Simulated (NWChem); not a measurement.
Molecule: C3H4Cl2; SMILES ClC1(Cl)CC1

```xyz
9

Cl    -1.4668     0.0000     0.7566
C      0.0000     0.0000    -0.2132
Cl     1.4668     0.0000     0.7566
C      0.0000    -0.7554    -1.4976
C      0.0000     0.7554    -1.4976
H      0.9235    -1.2736    -1.7675
H     -0.9235    -1.2736    -1.7675
H      0.9235     1.2736    -1.7675
H     -0.9235     1.2736    -1.7675
```
Atoms are numbered in this order, from 1.

Program: NWChem. Coordinates come from a PBE0/def2-SVP optimisation. Level: M06-2X/def2-SVP with COSMO at NWChem's default radii, gas-phase geometry; rows give the dielectric constant.

```csv
dielectric constant,electrostatic solvation energy (kcal/mol),dipole in solution (D)
1.5,[?],[?]
4.8,-2.1,2.53
7.6,-2.4,2.59
20.7,-2.6,2.65
46.7,-2.7,2.67
```

### Question
What belongs in the gaps?

### Answer

- 1.5, electrostatic solvation energy (kcal/mol): -0.8
- 1.5, dipole in solution (D): 2.23
